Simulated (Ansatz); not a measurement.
Mulliken charges of H4InNOS (`[NH2][In]([OH])[SH]`) from PBE/def2-TZVPP in Ansatz (PBE0-D4/def2-TZVP geometry).

```json
{"atom": "N1", "x (Å)": "-1.453", "y (Å)": "0.720", "z (Å)": "0.824", "charge (e)": "-0.450"}
{"atom": "In2", "x (Å)": "0.079", "y (Å)": "-0.071", "z (Å)": "-0.224", "charge (e)": "0.698"}
{"atom": "O3", "x (Å)": "1.551", "y (Å)": "-1.008", "z (Å)": "0.721", "charge (e)": "-0.468"}
{"atom": "S4", "x (Å)": "0.234", "y (Å)": "-0.188", "z (Å)": "-2.582", "charge (e)": "-0.376"}
{"atom": "H5", "x (Å)": "-1.995", "y (Å)": "1.427", "z (Å)": "0.348", "charge (e)": "0.147"}
{"atom": "H6", "x (Å)": "-1.225", "y (Å)": "1.056", "z (Å)": "1.749", "charge (e)": "0.142"}
{"atom": "H7", "x (Å)": "1.443", "y (Å)": "-1.027", "z (Å)": "1.675", "charge (e)": "0.171"}
{"atom": "H8", "x (Å)": "1.367", "y (Å)": "-0.908", "z (Å)": "-2.511", "charge (e)": "0.136"}
```

Task: By hand: the dipole of these point charges (1 e Å = 4.8032 D).

Result: Σ q r = (-0.139, 0.229, 0.351) e Å, of length 0.442 e Å = 2.12 D.

Task: How does the dipole of the full density compare? (Estimate.)

Result: The calculation gave: (-0.145, 0.293, 0.349) e Å, 2.30 D; the point charges give 0.92 times that, at 7° from its direction.

Point charges leave out the atoms' own dipoles, such as those of lone pairs, and Mulliken's split depends on the basis, so the close match here is no proof of good charges.
